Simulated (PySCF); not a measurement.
**Cost of excited-state runs on `CC[C@@H]1C[C@@H]1CN`, C₆H₁₃N**

Geometry (Å), atoms numbered from 1 in this order:
```xyz
20

C     2.645    0.587    0.795
C     1.153    0.310    0.959
C     0.675   -0.690   -0.069
C     0.212   -0.231   -1.421
C    -0.770   -0.830   -0.456
C    -1.870    0.011    0.148
N    -3.077   -0.152   -0.652
H     2.854    0.944   -0.211
H     3.223   -0.319    0.962
H     2.975    1.341    1.506
H     0.962   -0.079    1.963
H     0.602    1.245    0.855
H     1.243   -1.614   -0.045
H     0.500   -0.792   -2.297
H     0.158    0.835   -1.589
H    -1.117   -1.834   -0.674
H    -1.545    1.061    0.227
H    -2.097   -0.347    1.158
H    -2.902    0.153   -1.604
H    -3.831    0.412   -0.277
```

PySCF with density fitting, on 1 thread of an Intel Xeon Platinum 8488C, shared host. Command: `OMP_NUM_THREADS=1 python excited_run.py task.json out`

Question: How long does this run take, and how much memory?
- circular dichroism and optical rotation, B3LYP/def2-SVPD; 16 states

Answer: 
```
                                    run            level  basis functions  wall time  peak memory (GiB)
circular dichroism and optical rotation  B3LYP/def2-SVPD              244       74 s                  1
```
Times from a shared host are rough.
